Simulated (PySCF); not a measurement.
Task: Write Cartesian coordinates for `[SiH3]Oc1cccs1` as optimised with GFN2-xTB.

Result: 
```
atom  x, y, z in Å
Si1    2.672    0.072    0.204
O2     1.290   -0.275   -0.598
C3     0.017   -0.104   -0.269
C4    -1.068   -0.533   -0.969
C5    -2.290   -0.188   -0.346
C6    -2.123    0.494    0.811
S7    -0.455    0.738    1.180
H8     2.744    1.505    0.487
H9     2.715   -0.677    1.460
H10    3.601   -0.388   -0.813
H11   -0.989   -1.076   -1.893
H12   -3.252   -0.444   -0.753
H13   -2.867    0.876    1.481
```

Any rigid rotation of these coordinates is as good. Atoms count from 1 in this order. The 3 C–C bonds span 1.354 Å (C5–C6, aromatic) to 1.414 Å (C4–C5, aromatic), a spread of 0.060 Å. Si1 (oxygen-bound silicon) is distorted tetrahedral (angles from 97.5° to 114.8°). The 5-membered ring C3–C4–C5–C6–S7 has internal angles of 90.9° to 113.2°; it is planar, 0.00 Å rms from its mean plane, widest ring torsion 0°.

Bonds between heavy atoms (Å): Si1–O2 1.634, O2–C3 1.326, C3–C4 1.361, C4–C5 1.414, C5–C6 1.354, C6–S7 1.726, C3–S7 1.741.

The geometry is computed with GFN2-xTB (gas phase).

Point group: near Cs, missed by 0.27 Å at most; the miss may be what the optimiser left on a soft mode. No GFN2-xTB frequencies stand behind this structure, so it isn't proved a minimum. The numbers are those of one conformer (Si1–O2–C3–C4 -174°).
